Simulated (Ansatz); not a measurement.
Name a neutral molecule of B, C, S and H with size of the dipole moment (B3LYP/def2-TZVPP) between 1.40 and 1.70 D and size of the dipole moment (ωB97M-V/def2-TZVPP) between 1.30 and 1.60 D (Ansatz, PBE0-D4/def2-TZVP geometry).

`CSB(C)C` (1.44 D, 1.44 D). Other molecules can fit too; these were computed, each in one conformer that needn't be the lowest.

B3LYP here is the variant with VWN-RPA as its local correlation; programs differ in this.
